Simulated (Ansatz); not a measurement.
Cost and result for the atomization energy of F₂H₄OSSi₂, SMILES `O[SiH2]S[SiH](F)F` (10 atoms, 9 bonds).

```xyz
10

O    -0.082   -1.992    0.932
Si   -1.043   -0.988    0.067
S    -0.821    1.072    0.636
Si    0.968    1.447   -0.410
F     0.663    1.986   -1.868
F     1.737    2.606    0.346
H    -0.141   -1.966    1.889
H    -0.639   -1.182   -1.342
H    -2.484   -1.252    0.283
H     1.841    0.269   -0.533
```

The species carries charge 0 and has multiplicity 1. All single points use the PBE0-D4/def2-TZVP geometry. It is one conformer, not always the lowest. Program: Ansatz. All runs use 4 threads of an Intel Xeon 6975P-C on a shared host. Times are those of one run each, without the atoms' runs, and a repeat can differ threefold. Electronic energies, without spin–orbit coupling; frozen cores. CCSD(T)/CBS adds CCSD(T) − MP2 in def2-TZVPP to the MP2 limit, and its time is that of the two runs behind it. T1 = 0.012. B3LYP takes the VWN-RPA correlation (the form of Gaussian; ORCA's B3LYP/G).

CCSD(T)/CBS is a level of theory with its own doubt, some kJ/mol a heavy atom from the limit and from the frozen cores, so smaller differences don't rank the functionals.

| level | functions | wall time | atomization (kJ/mol) | difference from CCSD(T)/CBS | per bond |
| --- | --- | --- | --- | --- | --- |
| PBE-D4/def2-TZVPP (with forces) | 275 | 1.7 s | 3755.8 | -7.8 | -0.9 |
| PBE0-D4/def2-TZVPP | 275 | 2.4 s | 3685.3 | -78.3 | -8.7 |
| r2SCAN-D4/def2-TZVPP (with forces) | 275 | 2.9 s | 3748.3 | -15.3 | -1.7 |
| B3LYP-D4/def2-TZVPP (with forces) | 275 | 3.6 s | 3703.5 | -60.1 | -6.7 |
| B2PLYP/def2-TZVPP | 275 | 3.9 s | 3682.2 | -81.4 | -9.0 |
| ωB97X-V/def2-TZVPP | 275 | 5.5 s | 3758.6 | -5.0 | -0.6 |
| ωB97M-V/def2-TZVPP (with forces) | 275 | 7 s | 3752.6 | -11.0 | -1.2 |
| MP2/def2-QZVPP | 501 | 15 s | 3823.6 | 60.0 | 6.7 |
| CCSD(T)/def2-TZVPP | 275 | 69 s | 3636.0 | -127.6 | -14.2 |
| CCSD(T)/CBS(def2) | – | 84 s | 3763.6 | 0.0 | 0.0 |

In def2-TZVPP, CCSD(T) changes the Hartree–Fock value by +898.5 kJ/mol (the triples alone add +57.7 kJ/mol) and MP2 by +1008.4 kJ/mol; breaking electron pairs costs correlation energy, which Hartree–Fock lacks. The D4 term adds +45.0 kJ/mol with B3LYP and +23.6 kJ/mol with PBE0; it sums over pairs of atoms, weighted by their polarisabilities, and B3LYP, whose exchange is more repulsive, gets the larger term. From PBE to PBE0 (25 % exact exchange), in def2-TZVPP and without D4, the atomization energy moves by −66.4 kJ/mol: exact exchange takes away binding that semilocal exchange gives to molecules.
